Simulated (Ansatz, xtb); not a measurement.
## Isomers of FH4InOSi in order of energy

3 gas-phase structures of FH4InOSi, found in a search over its isomers (lower ones may exist). Each was relaxed with GFN2-xTB:

A. a singlet given by its coordinates
B. `O[SiH2][InH][F]`, a singlet
C. a singlet given by its coordinates

A (Å):

```yaml
atoms:
  - { symbol: F, position_ang: [0.5080, 0.5658, 1.9525] }
  - { symbol: In, position_ang: [2.3258, 0.8574, 0.8721] }
  - { symbol: O, position_ang: [0.5557, -0.4594, -0.5075] }
  - { symbol: Si, position_ang: [-0.3783, -1.3021, -1.5531] }
  - { symbol: H, position_ang: [0.4938, -1.4095, -2.7210] }
  - { symbol: H, position_ang: [0.1656, -0.2595, 0.3571] }
  - { symbol: H, position_ang: [-0.6963, -2.6070, -0.9704] }
  - { symbol: H, position_ang: [-1.5981, -0.5426, -1.8326] }
```

Close contacts (Å): F1–In2 2.13, In2–O3 2.60, O3–Si4 1.64, In2–H6 2.49, O3–H6 0.97, Si4–H5 1.46, Si4–H7 1.46, Si4–H8 1.46.

C (Å):

```xyz
8

F     1.2034   -1.2259   -1.2938
In   -0.9471    0.1205   -1.4495
O    -0.3909   -0.3688    0.4838
Si    0.9516   -1.1977    0.3956
H     2.1403   -0.5002    0.8538
H     0.8234   -2.6132    0.6938
H    -2.0531   -0.9669   -2.1170
H    -0.4219    1.6540   -1.9220
```

Close contacts (Å): F1–In2 2.54, F1–Si4 1.71, In2–O3 2.07, In2–Si4 2.96, O3–Si4 1.58, In2–H7 1.69, In2–H8 1.69, Si4–H5 1.45, Si4–H6 1.45.

Problem. Which do you expect lowest at r2SCAN-D4/def2-SVP, and how would the others follow?

Solution. Calculated order at r2SCAN-D4/def2-SVP: A (0.0), C (2.9), B (30.9) kcal/mol.

Energies above the lowest of each column, in kcal/mol; the last columns are at B3LYP-D3(BJ)/def2-SVP geometries and were run for some of them only (a dash: not run or not comparable):

```tsv
structure	GFN2-xTB	HF/STO-3G	r2SCAN-D4/def2-SVP	B3LYP-D3(BJ)/def2-SVP	CCSD(T)/def2-SVP + ΔMP2/def2-TZVPP
A	0.0	61.1	0.0	0.0	0.0
C	47.0	0.0	2.9	11.6	4.8
B	59.0	40.9	30.9	–	–
```

CCSD(T)/def2-SVP + ΔMP2/def2-TZVPP puts A lowest of those it was run on; HF/STO-3G picks C. Some further structures that were screened fall inside this span and aren't listed. Flexible structures stand in one conformer each, not always the lowest. Frequencies (B3LYP-D3(BJ)/def2-SVP) were run for A, C alone. Atoms past krypton carry core potentials in the def2 sets, without spin–orbit terms. ΔMP2 is the change of the MP2 energy from the smaller to the larger basis.

Programs: Ansatz 0.2.0, xtb 6.7.1.
